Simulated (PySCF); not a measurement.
# Unknown compound

The spectra below were simulated for a compound C5H13NP2.

1H NMR (400 MHz, computed): δ 1.40 (m, 4H), 1.18 (m, 4H), 0.97 (m, 3H), 0.74 (br s, 2H).

13C{1H} NMR (computed): δ 24.4 (CH2), 16.4 (CH2), 12.3 (CH3).

Level of theory: PBE0/pcSseg-1 with gauge-including orbitals, structure optimised with PBE0-D3(BJ)/def2-SVP, in PySCF 2.14 (fast rotation and ring inversion assumed for equivalent nuclei, one conformer, no solvent, non-relativistic Hamiltonian).

Referencing at the same level of theory: TMS for 1H, 13C.

Question: Deduce the structure.

Answer: 
3 carbon signals for 5 carbons: some carbons are equivalent by symmetry or fast rotation. Carbon types of the structure: 4 × CH2, 1 × CH3, leaving 2 H on heteroatoms. δC 24.4, 16.4: sp3 CH2 bonded to P. δC 12.3: methyl carbon bonded to P. δH 1.40, 1.18: hydrogen on an sp3 CH2 bonded to P. δH 0.97: hydrogen on a methyl carbon bonded to P. δH 0.74: hydrogen on a nitrogen bonded to P; labile proton, position sensitive to the medium.

These data were computed for SMILES CP1CCP(N)CC1.

The data come from this structure; uniqueness wasn't tested.

OH/NH shifts are gas-phase values; hydrogen bonding in solution moves them, usually downfield. Splittings by 31P in the carbon and heteronuclear signals aren't shown, as no couplings were computed. Shifts are as computed. Against solution values, carbons near 30 ppm lie about +2 ppm off and those near 130 ppm about +5 ppm. Of 1211 compounds with measured shifts, 218 miss one by over three times the rms of a fit or turn the order of signals round; such compounds aren't used in these exercises. No couplings were computed; multiplicities are counted from neighbouring protons, with m where these are inequivalent, close in shift, in a saturated or five-membered ring or joined by F or P, and br s for small geminal =CH2 splittings.
